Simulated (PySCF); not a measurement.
## Trend along the alkali metals: MCd cations

PBE with double-zeta basis sets in PySCF, for the lowest determinant that a PBE0 search found; no spin–orbit coupling. De refers to high-spin ground-configuration atoms (the charge goes to the atom of lower measured ionisation energy or higher electron affinity, which is not always the lowest computed limit). A positive dipole points towards Cd; it is taken about the centre of mass and depends on that origin.

```csv
M,basis,charged atom,state (unpaired electrons),Re (Å),ωe (cm⁻¹),De (eV),μ (D)
Li,def2-SVPD,Li+,singlet (closed shell),2.776,245,0.67,-8.67
Na,def2-SVP,Na+,singlet (closed shell),3.126,115,0.46,-9.03
K,def2-SVP,K+,singlet (closed shell),3.671,68.1,0.25,-10.63
Cs,def2-SVP,Cs+,singlet (closed shell),4.072,39.3,0.17,-6.89
```

The row for M = Rb is missing. Estimate Re, ωe and De as the mean of the rows for K and Cs, and compare with the calculation.

The means are 3.872 Å, 53.7 cm⁻¹ and 0.21 eV. PBE in def2-SVP gives RbCd⁺ as a singlet (closed shell) with Re = 3.819 Å, ωe = 50.0 cm⁻¹, De = 0.20 eV, so the estimate is off by +5.3 pm, +7 % and +0.01 eV.

The rows differ in basis set, which adds steps of its own.

Closed-shell solutions of metal pairs were not tested for spin polarisation, which can lower them a little. Weak bonds: CsCd⁺, KCd⁺, NaCd⁺, RbCd⁺. Basis-set superposition, not corrected here, can be much of De in a small basis, most of all at correlated wavefunction levels. Spin–orbit coupling is left out. For an ion De counts to the pair picked by the measured ionisation energies or electron affinities, which need not be the lowest pair at this level.
